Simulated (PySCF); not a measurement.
GeOCl, SMILES [Ge]([Cl])=[O], multiplicity 2.

Geometry: B3LYP-D3(BJ)/def2-TZVP.

Two levels are set side by side: PBE/def2-TZVPD (PySCF) and B3LYP/def2-TZVPD (PySCF). Same geometry, gas phase. Differences are taken from unrounded values.

| quantity | B3LYP |
|---|---|
| α-spin orbital gap (eV) | 5.22 |
| β-spin orbital gap (eV) | 3.25 |
| dipole moment (D) | 2.47 |
| mean polarisability (bohr³) | 52.7 |

### Question
What does PBE give, and how far is it from B3LYP? (Estimate from the structure and the level; the computed values follow.)

### Answer

```tsv
quantity	PBE	PBE minus B3LYP
α-spin orbital gap (eV)	3.62	-1.60
β-spin orbital gap (eV)	1.48	-1.77
dipole moment (D)	2.41	-0.05
mean polarisability (bohr³)	52.6	-0.1
```

Rough cost on one machine, each run with all the roots and properties that it gave: B3LYP against PBE within a factor of 2.
